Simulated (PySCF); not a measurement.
Parent: `[F:1][P:2]([F:3])[PH2:4]` with F1–P2–P4–H 174° and 81°, F2H2P2.

Method: PBE0-D3(BJ)/def2-SVP geometry optimisation, gas phase in PySCF 2.14.0. One conformer each, not checked by frequencies here.

| coordinate of the parent | value |
| --- | --- |
| F1–P2 | 1.614 Å |
| P2–F3 | 1.614 Å |
| P2–P4 | 2.239 Å |
| F1–P2–F3 | 99.0° |
| F1–P2–P4 | 96.0° |
| F3–P2–P4 | 96.2° |

Task: How does the shared frame change in `[F:1][P:2]([F:3])[SiH3:4]`, F2H3PSi? Atoms pair as F1 = F1, P2 = P2, F3 = F3 (parent first).

Result: 
```tsv
parent	relative	value in the relative	change
F1–P2	F1–P2	1.624 Å	+0.010
P2–F3	P2–F3	1.625 Å	+0.011
F1–P2–F3	F1–P2–F3	98.9°	-0.1
```

Of the parent's bonds, F1–P2 and P2–F3 change most and about equally (+0.010 to +0.011 Å). Bonds of the relative outside the shared frame: P2–Si4 2.306 Å.
